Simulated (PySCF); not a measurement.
4-bromobenzaldehyde, C₇H₅BrO.
InChI=1S/C7H5BrO/c8-7-3-1-6(5-9)2-4-7/h1-5H

Computed with PySCF at B3LYP/def2-SVPD, non-relativistic, on one gas-phase PBE0-D3(BJ)/def2-SVP geometry that isn't relaxed in the solvent. The solvent is an IEF-PCM continuum (cavity from Bondi-type radii × 1.2), and excitations are vertical TDDFT with non-equilibrium linear response and a frozen core. Specific hydrogen bonds and non-electrostatic terms are outside this model. Spin–orbit coupling is left out although an atom past zinc is present.

Gas-phase singlets (H = HOMO, L = LUMO):

| state | E (eV) | λ (nm) | f | leading configuration |
| --- | --- | --- | --- | --- |
| S1 | 3.662 | 339 | 0.000 | H-1→L 96% |
| S2 | 4.630 | 268 | 0.364 | H→L 93% |
| S3 | 4.707 | 263 | 0.015 | H-2→L 70% |
| S4 | 5.239 | 237 | 0.000 | H-3→L 99% |
| S5 | 5.396 | 230 | 0.000 | H-1→L+1 100% |

Problem. What are the lowest 5 singlets in chloroform (ε = 4.711)?

Solution. 
```
state  E (eV)  λ (nm)      f  leading configuration  change by rank (eV)
   S1   3.772     329  0.000              H-1→L 96%               +0.110
   S2   4.514     275  0.503                H→L 97%               -0.116
   S3   4.633     268  0.022              H-2→L 80%               -0.074
   S4   5.248     236  0.000              H-3→L 99%               +0.009
   S5   5.630     220  0.133              H→L+1 74%               +0.234
```

Problem. What are the lowest 5 singlets in dimethylsulfoxide (ε = 46.83)?

Solution. 
```tsv
state	E (eV)	λ (nm)	f	leading configuration	change by rank (eV)
S1	3.814	325	0.000	H-1→L 97%	+0.152
S2	4.503	275	0.512	H→L 97%	-0.127
S3	4.608	269	0.026	H-2→L 82%	-0.099
S4	5.249	236	0.000	H-3→L 99%	+0.010
S5	5.644	220	0.135	H→L+1 78%	+0.248
```

Problem. The ground-state energy changes by -0.254 eV from gas to dimethylsulfoxide. By how much does the total energy of gas-phase S1 change?

Solution. E(S1) = E(S0) + excitation energy, so it changes by -0.254 + 0.152 = -0.102 eV: it is lowered less than the ground state, which is what a blue shift means. This is the vertical state, with the slow part of the continuum still set for S0.

Problem. How do the frontier levels move from gas to dimethylsulfoxide?

Solution. 
```
orbital  gas (eV)  solvent (eV)  change (eV)
 LUMO+2     -0.63         -0.42        +0.21
 LUMO+1     -1.28         -1.00        +0.28
   LUMO     -2.41         -2.29        +0.12
   HOMO     -7.33         -7.18        +0.15
 HOMO-1     -7.54         -7.59        -0.05
 HOMO-2     -7.97         -7.70        +0.27
 HOMO-3     -8.43         -8.32        +0.11
```

The HOMO–LUMO gap goes from 4.91 to 4.89 eV.

Rough CPU time on one thread of a shared machine: about 60 s. This is the whole response run at B3LYP/def2-SVPD in dimethylsulfoxide, SCF included.

The values belong to the conformer `[O:1]=[CH:2][c:3]1[cH:4][cH:5][c:6]([Br:7])[cH:8][cH:9]1`: O1–C2–C3–C4 0°.
